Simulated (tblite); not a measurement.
C7H8NS (doublet state).
Atom-mapped SMILES: `[C:1]#[C:2][C@:3]([CH3:4])([C:5]#[N:6])[CH2:7][S:8][CH3:9]` (hydrogens: H10, H11, H12 on C4; H13, H14 on C7; H15, H16, H17 on C9)
Bond orders are those of one Lewis drawing.

Computed with GFN2-xTB (tblite), gas phase: L-BFGS steps from a force-field or distance-geometry start until the largest atomic force falls under 0.01 eV/Å.

Step 56: E = -680.2172 eV
```
atom  x, y, z in Å  |  force x, y, z in eV/Å
C1     -1.8887    2.4149   -0.7607   -0.007   0.036   0.015
C2     -1.6352    1.3092   -0.3813    0.045   0.020   0.041
C3     -1.1913   -0.0485   -0.0008   -0.002   0.019  -0.015
C4     -1.5369   -1.0121   -1.1389   -0.023  -0.010  -0.023
C5     -1.9194   -0.3811    1.2087   -0.025  -0.004  -0.008
N6     -2.4817   -0.6187    2.1751   -0.004  -0.028  -0.013
C7      0.3011   -0.0492    0.3448    0.022   0.011  -0.031
S8      1.3027    0.6269   -1.0310   -0.011  -0.007   0.063
C9      2.9572    0.5063   -0.2817   -0.041  -0.017  -0.020
H10    -1.2670   -2.0339   -0.8756    0.005   0.010   0.011
H11    -0.9965   -0.7123   -2.0348    0.004  -0.029   0.015
H12    -2.6046   -0.9707   -1.3473    0.017  -0.026   0.004
H13     0.4838    0.5739    1.2242    0.016  -0.011  -0.040
H14     0.6359   -1.0715    0.5382    0.011   0.031   0.003
H15     2.8761    0.5399    0.8001   -0.020   0.014  -0.030
H16     3.5297    1.3574   -0.6361    0.013  -0.023  -0.019
H17     3.4279   -0.4188   -0.6044    0.001   0.015   0.046
```

Step 57: E = -680.2179 eV
```
atom  x, y, z in Å  |  force x, y, z in eV/Å
C1     -1.8869    2.4158   -0.7580   -0.014   0.051   0.013
C2     -1.6379    1.3104   -0.3746    0.054   0.008   0.018
C3     -1.1911   -0.0482   -0.0010    0.000   0.005  -0.013
C4     -1.5379   -1.0130   -1.1381   -0.018  -0.010   0.004
C5     -1.9207   -0.3802    1.2081   -0.004  -0.024  -0.004
N6     -2.4850   -0.6204    2.1728   -0.003  -0.020  -0.018
C7      0.3024   -0.0474    0.3406    0.010   0.006  -0.017
S8      1.3054    0.6293   -1.0337   -0.038  -0.007   0.040
C9      2.9575    0.5055   -0.2821   -0.042  -0.007  -0.008
H10    -1.2685   -2.0350   -0.8763    0.009   0.004   0.035
H11    -0.9967   -0.7168   -2.0333    0.010  -0.003  -0.019
H12    -2.6053   -0.9724   -1.3447   -0.001  -0.018  -0.009
H13     0.4858    0.5755    1.2194    0.018  -0.003  -0.024
H14     0.6394   -1.0687    0.5336    0.007   0.019   0.004
H15     2.8734    0.5426    0.7984   -0.025   0.006   0.013
H16     3.5318    1.3563   -0.6329    0.028  -0.020  -0.044
H17     3.4272   -0.4213   -0.5997    0.008   0.012   0.031
```

Task: Estimate the geometry and energy of step 58. (The exact step hangs on the optimiser's Hessian estimate; all steps are aligned on step 57, rigid shifts and turns removed.)

Result: E = -680.2183 eV, largest force 0.066 eV/Å
```
atom  x, y, z in Å  |  force x, y, z in eV/Å
C1     -1.8860    2.4157   -0.7586   -0.008   0.028   0.023
C2     -1.6367    1.3116   -0.3707    0.044   0.029  -0.007
C3     -1.1904   -0.0483   -0.0020    0.001  -0.007  -0.012
C4     -1.5401   -1.0133   -1.1386    0.000  -0.027  -0.021
C5     -1.9199   -0.3796    1.2077    0.003  -0.031  -0.003
N6     -2.4852   -0.6192    2.1720    0.000  -0.018  -0.022
C7      0.3038   -0.0474    0.3371   -0.005  -0.003   0.000
S8      1.3071    0.6307   -1.0339   -0.043   0.008  -0.005
C9      2.9567    0.5051   -0.2806   -0.013   0.013   0.015
H10    -1.2605   -2.0358   -0.8815   -0.012   0.059   0.026
H11    -1.0058   -0.7116   -2.0384   -0.029  -0.017   0.027
H12    -2.6107   -0.9792   -1.3353    0.044  -0.020  -0.013
H13     0.4873    0.5737    1.2166    0.018   0.008  -0.008
H14     0.6425   -1.0679    0.5287    0.003  -0.001   0.009
H15     2.8703    0.5499    0.7997   -0.022   0.002   0.011
H16     3.5355    1.3529   -0.6336    0.014  -0.042  -0.046
H17     3.4251   -0.4253   -0.5899    0.004   0.018   0.026
```

The energy changes by -0.0004 eV. The first-order estimate −F·Δx gives -0.0008 eV and the mean of the old and new forces, exact on a quadratic surface, -0.0004 eV. The step makes an angle of 79° with the force vector and moves no atom by more than 0.013 Å.

What follows is the cost of the whole relaxation. Time: 2.1 s of wall time. Hardware: one thread of an Arm Neoverse V1, shared host with 32 logical CPUs at a one-minute load of 29.
